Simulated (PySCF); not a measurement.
Work out the structure from these simulated measurements.

Elements present: C and H. Monoisotopic mass: 146.1096 u.

| Quantity | Value |
| --- | --- |
| 13C NMR | chemical shifts (computed TMS as zero) by class: 153.8 (1 C), 150.7 (1 C), 132.5 (1 C), 132.2 (1 C), 130.0 (1 C), 128.3 (1 C), 50.3 (1 C), 37.1 (1 C), 35.4 (1 C), 31.6 (1 C), 14.9 (1 C) ppm [GIAO B3LYP/pcSseg-1] |
| Couplings | largest of the computed one-bond spin–spin couplings (means over like bonds): 13C–1H +165.5, 13C–1H +165.4, 13C–1H +163.7, 13C–1H +163.3, 13C–1H +138.9, 13C–1H +138.2, 13C–1H +132.2, 13C–1H +131.6 (×3) Hz [B3LYP/pcJ-1, spin–dipole term left out] |
| Rotational structure | rotational constants A, B, C: 2.197, 0.805, 0.608 GHz [PBE0-D3(BJ)/def2-SVP] |
| 1H NMR | chemical shifts (computed TMS as zero) by class: 7.21 (1 H), 7.16 (1 H), 7.15 (1 H), 7.15 (1 H), 2.84 (1 H), 2.80 (1 H), 2.75 (1 H), 2.15 (1 H), 2.13 (1 H), 1.27 (1 H), 1.11 (3 H), 1.02 (1 H) ppm [GIAO B3LYP/pcSseg-1] |
| UV, first state | lowest singlet excitation: 5.30 eV (234 nm, f = 0.020) [TDDFT wB97X-D/def2-SVPD] |
| Triplet | lowest triplet excitation (Tamm–Dancoff): 4.13 eV [TDA wB97X-D/def2-SVPD] |
| Dipole | 0.67 D [wB97X-D/def2-SVPD] |

Electronic properties: PySCF, gas phase, density fitting. Levels stand in brackets. NMR shifts are as computed; neighbouring signals can stand in another order in a measured spectrum. Isolated species at its PBE0-D3(BJ)/def2-SVP geometry (one conformer only). NMR values are class means; diastereotopic atoms form classes of their own.

Problem. Which formula fits the mass and the elements?

Solution. C11H14 (calculated 146.1096). No other formula that holds each of these elements comes within 0.0003 u with a fitting electron parity and a possible valence count.

Problem. Propose a structure and show how it fits.

Solution. Numbering: `[CH3:1][CH2:2][C@@H:3]1[CH2:4][CH2:5][c:6]2[cH:7][cH:8][cH:9][cH:10][c:11]21`. Its formula, C11H14, gives 5 degrees of unsaturation: 2 rings and 3 π bonds in the structure found (Kekulé form). 11 carbons fall into 11 classes; from least to most shielded: substituted aromatic carbon [C11] (153.8 ppm), substituted aromatic carbon [C6] (150.7 ppm), aromatic CH carbon [C8] (132.5 ppm), aromatic CH carbon [C9] (132.2 ppm), aromatic CH carbon [C7] (130.0 ppm), aromatic CH carbon [C10] (128.3 ppm), benzylic-type carbon [C3] (50.3 ppm), ring CH2 carbon [C4] (37.1 ppm), benzylic-type carbon [C5] (35.4 ppm), chain CH2 carbon [C2] (31.6 ppm), methyl carbon [C1] (14.9 ppm). Hydrogen classes from least to most shielded: 1 H on an aromatic CH carbon, C7 (7.21 ppm), 1 H on an aromatic CH carbon, C10 (7.16 ppm), 1 H on an aromatic CH carbon, C9 (7.15 ppm), 1 H on an aromatic CH carbon, C8 (7.15 ppm), 1 H on a benzylic-type carbon, C5 (2.84 ppm), 1 H on a benzylic-type carbon, C3 (2.80 ppm), 1 H on a benzylic-type carbon, C5 (2.75 ppm), 1 H on a ring CH2 carbon, C4 (2.15 ppm), 1 H on a chain CH2 carbon, C2 (2.13 ppm), 1 H on a ring CH2 carbon, C4 (1.27 ppm), 3 H on a methyl carbon, C1 (1.11 ppm), 1 H on a chain CH2 carbon, C2 (1.02 ppm). The couplings run between: +165.5 Hz, aromatic CH carbon [C9] and its hydrogen; +165.4 Hz, aromatic CH carbon [C8] and its hydrogen; +163.7 Hz, aromatic CH carbon [C7] and its hydrogen; +163.3 Hz, aromatic CH carbon [C10] and its hydrogen; +138.9 Hz, benzylic-type carbon [C5] and its hydrogen; +138.2 Hz, ring CH2 carbon [C4] and its hydrogen; +132.2 Hz, benzylic-type carbon [C5] and its hydrogen; +131.6 Hz, methyl carbon [C1] and its hydrogen (with 2 like pairs). The optimised geometry has point group C1 and is an asymmetric top. Structure: 1-ethylindane, `CC[C@@H]1CCc2ccccc21`. Computed isomers that give other values at the same levels: `C=C(CCC)c1ccccc1` (rotational constant A: 1.822 GHz; this holds for the one conformer computed); `Cc1ccc2c(c1)CCCC2` (rotational constant A: 2.523 GHz; this holds for the one conformer computed); `CCC/C=C\c1ccccc1` (rotational constant A: 2.322 GHz; this holds for the one conformer computed). The assignments are read from this structure; whether some other isomer fits the data as well wasn't checked. The mirror image fits equally.
